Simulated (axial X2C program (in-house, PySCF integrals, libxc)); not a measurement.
# CuO⁺: nuclear properties from DFT to coupled cluster

Calculated with an axial X2C code built on PySCF integrals: two-component X2C with atomic mean-field Coulomb and Gaunt terms, Gaussian nuclei, basis Cu dyall-acv3z, O dyall-av3z with contracted cores.

R = 1.759 Å (near the PBE0 minimum at charge 1 of the determinant lowest at the starting distance; the state shown can have its own minimum elsewhere); state Ω = 1 (⟨Sz⟩ = 1.00, ⟨Lz⟩ = 0.00 at PBE0).

```
level  Eeff magnitude (GV/cm)  Ws magnitude Cu (kHz)  A∥/gI Cu (MHz)  qzz Cu (a.u.)  A∥/gI O (MHz)
 PBE0                  0.0562                 0.0235            -130          -0.03           -159
   HF                  0.0871                 0.0612            -139          -1.27           -103
B3LYP                  0.0656                 0.0201            -131           0.17           -153
```

Eeff is the effective electric field on the electron electric dipole moment in this Ω state and Ws the scalar–pseudoscalar constant of the nucleus named (defined with the proton number Z and per Ω); A∥ (defined per Ω) follows by multiplying with gI = μI/(I μN); qzz is the electric field gradient, eQq0 = 234.96 MHz × Q/barn × qzz. The operators were transformed with the bare-nucleus X2C matrices; with these basis sets, hyperfine constants and field gradients can be off by tens of per cent, and where levels differ in sign neither size nor sign is settled.

Finite-field MP2, CCSD and CCSD(T), with 24 electrons correlated in 130 natural virtual spinors (MP2 remainder added):

```tsv
level	Eeff magnitude (GV/cm)	Ws magnitude Cu (kHz)	A∥/gI Cu (MHz)	qzz Cu (a.u.)	A∥/gI O (MHz)
MP2	0.000889	0.0429	-184	-0.74	-119
CCSD	0.0129	0.0337	-139	-0.75	-124
CCSD(T)	0.0357	0.0275	-141	-0.61	-120
```

T1 = 0.032 (Lee–Taylor). One unrestricted determinant, the lowest of a limited PBE0 search, is the reference; the functionals treat spin collinearly. With several open shells it need not be a pure state. The sign of Eeff is opposite to CCSD(T) at HF, MP2. Eeff spreads by more than a factor of two over the levels. Correlation of the inner shells is missing, which matters for properties at the nucleus. Number of frozen shells: Cu 2 s, 1 p; O 1 s.

Problem. By how much does correlation change each value, CCSD(T) against HF?

Solution. A∥/gI Cu 1 %; qzz Cu -52 %; A∥/gI O 17 %.
